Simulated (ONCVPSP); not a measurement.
**What one change does to a pseudopotential (lanthanum, ONCV)**

ONCVPSP 4.0.1 input, shortened (lines: element, Z, core and valence counts, functional; n l f; lmax; l rc ep ncon nbas qcut; lloc lpopt rc5 dvloc0; l nproj debl; icmod fcfact rcfact), PBE, scalar-relativistic:

```
  La 57.00    9    4        4      upf
    1    0    2.00
    2    0    2.00
    2    1    6.00
    3    0    2.00
    3    1    6.00
    3    2   10.00
    4    0    2.00
    4    1    6.00
    4    2   10.00
    5    0    2.00
    5    1    6.00
    5    2    1.00
    6    0    2.00
    3
    0    2.55    0.00    4    7    4.80
    1    1.95    0.00    4    7    4.90
    2    2.75    0.00    3    6    3.90
    3    2.10    0.26    3    8    5.30
    4    5    1.55    6.00
    0    2    3.70
    1    2    1.60
    2    3    1.20
    3    2    3.90
    2    0.60    1.20
```

In the f channel the program set the typed energies aside and used -0.160, 3.740 Ha.

All-electron outer shells of the reference configuration (PBE, scalar-relativistic, ld1.x):

```tsv
shell	level (eV)	outermost node (bohr)	outermost maximum (bohr)
5s	-38.92	0.77	1.41
5p	-22.40	0.83	1.58
6s	-3.68	1.86	3.84
5d	-3.09	0.95	2.21
```

Change: s: qcut 5.1; p: qcut 5.2; d: qcut 4.2; f: qcut 5.7.

Cutoffs: the cutoffs (Ha) at which the residual kinetic energy of the hardest occupied pseudo-wave falls to 1 and 0.1 mHa per electron; they do not see the model core or the augmentation charge, which bear on the density cutoff. Errors are all-electron minus pseudo energies relative to the spin-unpolarised reference configuration.

Task: Predict the effect on cutoff, ghosts and configuration errors.

Result: The potential gets neither clearly harder nor softer (12 Ha and 33 Ha → 12 Ha and 28 Ha); of the 4 tests that both files solve, the error grows in 0 and shrinks in 1 by more than 15 % and 0.3 meV (median size 2.0 → 1.9 meV); neither file shows a bound ghost.

```tsv
quantity	base	changed
cutoff, loose	12 Ha	12 Ha
cutoff, tight	33 Ha	28 Ha
loose cutoff by channel	s 7.9 Ha, p 12 Ha, d 5.6 Ha	s 8.4 Ha, p 12 Ha, d 5.8 Ha
bound ghosts	none	none
GHOST(+) flags under 300 eV	none	s at 133.1 eV
error for 5s2 5p6 5d1 6s1, meV [ΔE 5.97 eV]	-1.7	-1.6
error for 5s2 5p6 5d1 6s0, meV [ΔE 16.85 eV]	-7.4	-6.9
error for 5s2 5p6 5d0 6s0, meV [ΔE 35.80 eV]	+1.5	+0.4
error for 5s2 5p6 5d1.5 6s1.5, meV [ΔE 0.35 eV]	-2.2	-2.2
s: phases at 2.58 bohr within 0.05 rad from the reference energy up to (Ha; the scan ends near 5)	3.5	3.7
p: phases at 1.98 bohr within 0.05 rad from the reference energy up to (Ha; the scan ends near 5)	3.2	3.2
d: phases at 2.79 bohr within 0.05 rad from the reference energy up to (Ha; the scan ends near 5)	to the end of the scan	to the end of the scan
f: phases at 2.13 bohr within 0.05 rad from the reference energy up to (Ha; the scan ends near 5)	0.2	0.3
rms error of d²Exc/dni dnj with the model core, mHa	1.06	0.96
```

Base: The cutoffs count occupied waves only; projector 2 of the f channel, the hardest unoccupied one, needs 151 Ha at the loose tolerance. Changed file: The cutoffs count occupied waves only; projector 2 of the f channel, the hardest unoccupied one, needs 135 Ha at the loose tolerance.
